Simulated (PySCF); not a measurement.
Computed shifts of a molecule C4H7ClSi, PBE/pcSseg-1 (PySCF), GIAO, gas phase, atoms alike by connectivity averaged where their shifts nearly agree, in ppm (number of nuclei): ¹³C: 222.4 (1), 95.1 (1), 74.3 (1), 20.3 (1). ²⁹Si: -4.8 (1). ¹H: 5.82 (1), 5.53 (1), 5.03 (1), 4.94 (1), 2.18 (3). References: ¹³C against TMS (σ = 182.0 ppm); ²⁹Si against TMS (σ = 335.4 ppm); ³⁵Cl against HCl (σ = 936.5 ppm); ¹H against TMS (σ = 31.49 ppm), references at their B3LYP-D3(BJ)/def2-TZVP geometries, non-relativistic (without spin–orbit terms, shifts of atoms bonded to Cl or Br come out too high). Geometry optimised at TPSSh-D3(BJ)/def2-SVP. The values are those of a single conformer.

### Question
Which molecule gave these data?
A. C#C[SiH2]CCCl
B. C=C/C(Cl)=C/[SiH3]
C. C=C1C[SiH](Cl)C1
D. C=C=C(C)[SiH2]Cl

### Answer
D, C=C=C(C)[SiH2]Cl
